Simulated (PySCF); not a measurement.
## Dipole response of V³⁺ (vanadium, charge +3)

[Ar] 3d2, high-spin 3F determinant. All numbers are calculated (PySCF 2.14, no relativity, point nucleus, in dyall-av2z). Coupled (time-dependent) response in atomic units; α is the mean over directions. A double-zeta set is small for polarisabilities.

```tsv
method	mean α (bohr³)	C₆ (like pair)	S(−4)
UHF	2.011	5.120	1.178
PBE	2.210	5.612	1.813
PBE0	2.136	5.426	1.554
```

S(−4) is the Cauchy moment in α(ω) = α(0) + S(−4) ω² + …

α(iu) at PBE:

```tsv
u (hartree)	α(iu) (bohr³)
0	2.210
0.0500	2.206
0.100	2.193
0.200	2.143
0.300	2.070
0.500	1.894
0.750	1.667
1.00	1.459
1.50	1.118
2.00	0.8661
3.00	0.5501
5.00	0.2725
```

A single London oscillator, α(iu) = α/(1 + u²/ω²), gives C₆ = (3/4) ω α². Matching the computed C₆ needs ω = 4 × 5.612 / (3 × 2.210²) = 1.53 hartree.

For an ion, C₆ is the dispersion term alone; charge-induced terms of lower order in 1/R come first.
